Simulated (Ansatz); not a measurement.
`C[Si](O)(Cl)Br` → `[CH2]` (triplet) + `O[SiH](Cl)Br` at 298.15 K and 1 bar (formal loss of a carbene).

Gas-phase electronic energies from Ansatz, PBE0-D4/def2-TZVP geometries. CCSD(T)/CBS adds triple-zeta CCSD(T) − MP2 to the extrapolated MP2 energy (def2 sets, frozen cores). This one scheme is used for every species. Triplets are unrestricted, without spin–orbit coupling. For Br outer-core shells are correlated without core-valence functions, which leaves a few kJ/mol of doubt a bond. Scalar relativity is left out up to krypton. Each species was taken in one conformer, which may not be the lowest.

```json
{"species": "`C[Si](O)(Cl)Br`", "CCSD(T)/CBS energy (Eh)": "-3437.98992", "H − E (kJ/mol)": "165.9", "S (J/(mol·K))": "368.5"}
{"species": "`[CH2]` (triplet)", "CCSD(T)/CBS energy (Eh)": "-39.09499", "H − E (kJ/mol)": "55.4", "S (J/(mol·K))": "195.3"}
{"species": "`O[SiH](Cl)Br`", "CCSD(T)/CBS energy (Eh)": "-3398.70645", "H − E (kJ/mol)": "86.2", "S (J/(mol·K))": "332.7"}
```

H − E and S are ideal-gas, rigid-rotor, harmonic terms from PBE0-D4/def2-TZVP, for one conformer and one mirror image of each species, with the whole ground term of open shells counted as degenerate. 1 Eh = 2625.50 kJ/mol, R = 8.31446 J/(mol·K).

Problem. By hand: ΔE, ΔH, ΔS and ΔG.

Solution. ΔE = (-39.09499) + (-3398.70645) − (-3437.98992) = 0.18848 Eh = 494.9 kJ/mol. Δ(H − E) = 55.4 + 86.2 − 165.9 = -24.3, so ΔH = 470.6 kJ/mol. ΔS = 195.3 + 332.7 − 368.5 = 159.5 J/(mol·K). ΔG = 470.6 − 298.15 × (159.5)/1000 = 423.0 kJ/mol.

Problem. By hand: the equilibrium constant, and the temperature at which ΔG would vanish if ΔH and ΔS stayed fixed.

Solution. log₁₀ K = −ΔG/(RT ln 10) = -74.1. ΔG = 0 at ΔH/ΔS = 2950 K, far beyond where these terms or the molecules hold.

The number of gas molecules changes by +1, which sets the sign of ΔS. A doubt of 5 kJ/mol in ΔE shifts log₁₀ K by 0.9 here. Other conformers and mirror images would add mixing entropy, several J/(mol·K) or more a flexible species. A triplet takes part, so the spin changes. These are equilibria of isolated gas molecules and say nothing of rates. Largest T1 diagnostic: 0.011 (customary marks: 0.02 for closed shells, 0.045 for open ones).
